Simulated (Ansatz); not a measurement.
Ideal-gas functions of CH₂F₃OSn, SMILES `FC(F)(F)[O][SnH2]` radical at 400 K and 1 bar, from an Ansatz frequency run at PBE0-D4/def2-TZVP.

Molar mass 205.73 g/mol, point group C1 (symmetry number 1), electronic degeneracy 2, moments of inertia 93.678, 544.2, 547.05 u Å². Harmonic wavenumbers (cm⁻¹, unscaled): 28, 98, 105, 310, 430, 470, 507, 560, 629, 658, 676, 701, 945, 1140, 1204, 1338, 1834, 1894.

Use S(trans) = R[1.5 ln M + 2.5 ln T − 1.1517]; rotational temperatures θ = 24.2544 K / I; S(rot) = R[ln(√π/σ · √(T³/θAθBθC)) + 1.5]; for each mode x = 1.438777 ν̃/T, S = R[x/(eˣ − 1) − ln(1 − e⁻ˣ)] and H = RT x/(eˣ − 1); 1 cm⁻¹ = 0.0119627 kJ/mol; R = 8.31446 J/(mol·K).

Problem. By hand: the entropy, in J/(mol·K).

Solution. Translation 181.4. Rotation: θ = 0.2589, 0.0446, 0.0443 K, giving 123.5. Vibration, mode by mode: 27.40, 17.03, 16.46, 7.83, 5.47, 4.87, 4.38, 3.77, 3.10, 2.86, 2.71, 2.53, 1.26, 0.71, 0.59, 0.40, 0.09, 0.07, in all 101.5. Electronic 5.8. Sum 412.2 J/(mol·K).

Problem. By hand: H − E and G − E in kJ/mol, counted from the electronic energy.

Solution. Zero-point energy ½ × 13527 × 0.0119627 = 80.9; thermal vibration 19.5; translation, rotation and pV give 4 RT = 13.3. H − E = 113.7 kJ/mol, and G − E = 113.7 − 400 × 412.2/1000 = -51.2 kJ/mol.

Vibration gives 25 % of the entropy, 60.9 J/(mol·K) of it from the modes under 150 cm⁻¹: soft modes count most, and the harmonic formula is weakest for them. The sum counts one conformer and one mirror image; others add a mixing term.
